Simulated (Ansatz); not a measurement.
Consider the formal exchange of groups at the Si–N bond: `[OH][GeH2][NH][SiH](O)F` + `CCS` → `O[SiH](F)CS` + `C[NH][GeH2][OH]`.

Gas-phase electronic energies from Ansatz, PBE0-D4/def2-TZVP geometries. CCSD(T)/CBS adds triple-zeta CCSD(T) − MP2 to the extrapolated MP2 energy (def2 sets, frozen cores). DFT in def2-TZVPP. For Ge outer-core shells are correlated without core-valence functions, which leaves a few kJ/mol of doubt a bond. Scalar relativity is left out up to krypton. One conformer a species, not always the lowest.

**Question.** Is it downhill or uphill in electronic energy at CCSD(T)/CBS, and by how much? (Estimate.)

**Answer.** Ansatz gave: Uphill: ΔE = +137.0 kJ/mol.

**Question.** What do these levels give: ωB97X-V, ωB97M-V, r2SCAN, SCS-MP2/def2-TZVPP, CCSD(T)/def2-TZVPP, HF/CBS(def2)? (Estimate.)

**Answer.** Ansatz gave: ωB97X-V 132.8, ωB97M-V 134.9, r2SCAN 134.9, SCS-MP2/def2-TZVPP 138.4, CCSD(T)/def2-TZVPP 137.7, HF/CBS(def2) 140.6 kJ/mol.

Largest T1 diagnostic among the species: 0.012.

From PBE to PBE0 (25 % exact exchange), in def2-TZVPP and without D4, ΔE moves by +6.6 kJ/mol.
